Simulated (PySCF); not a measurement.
1-fluoro-3-methylidenecyclobutane (C₅H₇F), SMILES FC1CC(=C)C1. Coordinates come from a B3LYP-D3(BJ)/def2-SVP optimisation.

Method: B3LYP-D3(BJ)/def2-SVP (PySCF).

Harmonic wavenumbers (cm⁻¹): 96, 293, 363, 433, 465, 617, 649, 790, 833, 904, 912, 961, 998, 1048, 1056, 1125, 1196, 1205, 1212, 1244, 1292, 1390, 1420, 1421, 1454, 1775, 3040, 3046, 3069, 3114, 3115, 3133, 3227. Rotational constants (GHz): 10.04, 2.358, 2.036; symmetry number 1.

Problem. Work out the zero-point energy and the ideal-gas rigid-rotor harmonic-oscillator thermochemistry at 298.15 K and 1 atm.

Solution. ZPE = ½ Σ hcν = ½ × 46897 cm⁻¹ = 67.04 kcal/mol. H − E(el) = 71.20 kcal/mol. Entropy in cal/(mol K): translation 39.27, rotation 26.30, vibration 9.82, total 75.40. G − E(el) = 48.72 kcal/mol. Cp = 23.10 cal/(mol K). Modes under 150 cm⁻¹ make the vibrational entropy uncertain.
